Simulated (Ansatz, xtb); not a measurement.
Relaxing a trial structure of F2H4N2Si

The starting geometry of this gas-phase singlet has its atoms placed at random.

```xyz
9

F    -1.8329    0.5072   -0.6690
F     0.3529   -0.7119    1.5685
N     0.0089    1.3836   -0.2209
N    -1.0760   -0.5042    1.1763
Si   -0.0851   -0.4719   -0.0328
H    -0.4949   -1.0776   -1.3959
H     0.9691   -0.6222    2.1213
H     0.3953    0.5645    1.5666
H    -1.5458   -0.2004   -1.2846
```

One run relaxed it with r2SCAN-D4/def2-SVP. What is a likely outcome?

It loosens into FH3N2Si + FH, which stay close as a complex. Distances that change by over a tenth: F2–N4 (1.50 → 2.89 Å). Contacts that open: F2–H7 (0.83 → 3.13 Å). Contacts that close: N3–N4 (2.59 → 1.59 Å), N3–H7 (3.23 → 1.02 Å), N3–H8 (2.00 → 1.03 Å).

The energy falls by 20.68 eV over 41 steps:

```json
{"step": "1", "E − E(last) (eV)": "20.684"}
{"step": "5", "E − E(last) (eV)": "7.069"}
{"step": "10", "E − E(last) (eV)": "5.557"}
{"step": "14", "E − E(last) (eV)": "4.573"}
{"step": "19", "E − E(last) (eV)": "4.066"}
{"step": "23", "E − E(last) (eV)": "3.709"}
{"step": "28", "E − E(last) (eV)": "1.888"}
{"step": "32", "E − E(last) (eV)": "0.250"}
{"step": "37", "E − E(last) (eV)": "0.001"}
{"step": "41", "E − E(last) (eV)": "0.000"}
```

Final geometry (Å):

```xyz
9

F    -1.7159    1.0743   -1.1049
F     0.9013   -2.1469    1.3834
N     0.0255    0.5210    0.7981
N    -1.3077   -0.3437    0.9022
Si    0.0215   -1.2331    0.3842
H     0.4483   -1.5974   -0.9776
H     0.2975    0.9055    1.7052
H    -0.1447    1.2438    0.0826
H    -1.8344    0.4436   -0.3438
```

From the same start GFN2-xTB ends elsewhere, in pieces: H2N2Si + FH + FH.

From so rough a start the end depends on the optimiser's path, so another program may land elsewhere. The end wasn't checked by frequencies. Run with Ansatz 0.2.0, 5.3 min on 1 thread of AMD EPYC (Zen 3), with other jobs on the host.
